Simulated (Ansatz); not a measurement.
Basis-set extrapolation for `O[SiH](O)[SiH](F)F` (PBE0-D4/def2-TZVP geometry, frozen core, Ansatz). Multiplicity 1, RHF reference.

```json
{"": "HF", "def2-TZVPP": "-929.225606", "def2-QZVPP": "-929.261738"}
{"": "MP2 correlation", "def2-TZVPP": "-1.209457", "def2-QZVPP": "-1.318013"}
{"": "CCSD(T) correlation", "def2-TZVPP": "-1.274151", "def2-QZVPP": "not run"}
```

Energies in hartree. Use E(X) = E(∞) + A·exp(−7.88·√X) for Hartree–Fock and E(X) = E(∞) + B·X^(−2.97) for correlation, with X = 3 and 4, and add CCSD(T) minus MP2 of the smaller set to the MP2 limit.

Task: What is the CCSD(T) energy at the basis-set limit?

Result: HF limit: -929.261738 + (-0.036132) × 0.13774 = -929.26671. MP2 limit: -1.318013 + (-0.108556) × 0.74074 = -1.39842. Higher-order term: -1.274151 − (-1.209457) = -0.06469. Total: -930.72982 hartree, 604.0 kJ/mol below CCSD(T)/def2-TZVPP.
